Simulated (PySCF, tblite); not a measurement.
A set of runs on `C=C([S][GeH3])C(=O)C=O`; the geometry of each is named by its level. Settings lines and outputs come from a driver script.

Species: C4H6GeO2S.
Atom-mapped SMILES: `[CH2:1]=[C:2]([S:3][GeH3:4])[C:5](=[O:6])[CH:7]=[O:8]` (hydrogens: H9, H10 on C1; H11, H12, H13 on Ge4; H14 on C7)

Step 1: GFN2-xTB geometry optimisation, gas phase (tblite 0.8.0) (from a force-field or distance-geometry start)
```json
{"job": {"kind": "relax", "xc": "GFN2-xTB", "basis": "xTB"}, "charge": 0, "multiplicity": 1}
```
```
step      E/eV     max force
  0    -675.65014    5.731
  1    -675.91785    5.810
  2    -676.17884    1.606
...
 91    -676.46253    0.086
 92    -676.46305    0.042
 93    -676.46328    0.027
 94    -676.46331    0.035
 95    -676.46334    0.009
```

Energy lowered by 18.8 kcal/mol over 95 steps; largest atomic force 0.009 eV/Å at the end. «max force» is the largest atomic force in eV/Å.

Time: 0.59 s. Hardware: an Arm Neoverse V2 with one thread, on a shared host.

Step 2: GFN2-xTB harmonic vibrations, gas phase (tblite 0.8.0) (on the GFN2-xTB geometry)
```json
{"job": {"kind": "ir", "xc": "GFN2-xTB", "basis": "xTB"}, "charge": 0, "multiplicity": 1}
```
```
(table of modes left out)
```

36 modes from 16 to 3132 cm⁻¹ (unscaled, harmonic); zero-point energy 51.2 kcal/mol; all wavenumbers are real at this level.

Hardware: Arm Neoverse V2, one thread, shared host with 32 logical CPUs at a one-minute load of 30. Cost: 0.44 s of wall time.

Step 3: TDDFT wB97X-D/def2-SVPD, vertical, gas phase, core orbitals frozen in the response (PySCF 2.14.0, density-fitted response routines) (on the GFN2-xTB geometry)
```json
{"job": {"kind": "uv", "xc": "wB97X-D", "basis": "def2-SVPD", "nstates": 8, "ntriplets": 3}, "charge": 0, "multiplicity": 1}
```
```
...
Static polarisability (au): isotropic 104.238, principal 72.408 110.525 129.783
Singlet excitations
state   eV       nm        f      main configurations
  1   2.8677    432.3   0.00013   H-1->L 0.91
  2   3.6854    336.4   0.02913   H->L 0.95
  3   4.3731    283.5   0.00271   H-4->L 0.48, H-1->L+1 0.29, H-2->L 0.10
  4   5.3842    230.3   0.09310   H->L+1 0.80
  5   5.4277    228.4   0.01044   H-1->L+1 0.59, H-4->L 0.20, H-3->L 0.09
  6   5.5955    221.6   0.00055   H-2->L 0.76, H-4->L 0.13
  7   5.7724    214.8   0.00667   H->L+2 0.68, H->L+4 0.14
  8   6.2031    199.9   0.08518   H-3->L 0.47, H->L+3 0.19, H->L+4 0.11
Triplet excitations (Tamm-Dancoff, eV): 2.3524 2.7820 3.8056
```

HOMO -8.85 eV, LUMO -1.28 eV; lowest singlet 2.87 eV; lowest triplet 2.35 eV (Tamm–Dancoff); mean polarisability 104.2 au.

Time: 75 s of wall time; peak memory 1.0 GiB. Hardware: one thread of an Arm Neoverse V2, no GPU, shared host with 32 logical CPUs at a one-minute load of 31.

Geometry of the electronic-property runs (GFN2-xTB):
```
atom  x, y, z in Å
C1    -0.1412   -0.7632    0.7901
C2    -0.3073    0.1273   -0.1918
S3     0.9686    1.0523   -0.9975
Ge4    2.8217    0.3570   -0.0173
C5    -1.6204    0.4568   -0.7822
O6    -1.7440    1.1828   -1.7413
C7    -2.8785   -0.1368   -0.1587
O8    -3.0469   -0.3882    0.9994
H9     0.8305   -0.9851    1.2056
H10   -0.9788   -1.2841    1.2197
H11    3.9244    1.1088   -0.6849
H12    3.0269   -1.1202   -0.2038
H13    2.8203    0.6541    1.4554
H14   -3.6759   -0.2620   -0.9148
```

 (This holds for the electronic-property runs.)

One conformer stands for the species.

Note: wB97X-D ran without an empirical dispersion term, which enters the total energy and its gradient alone.
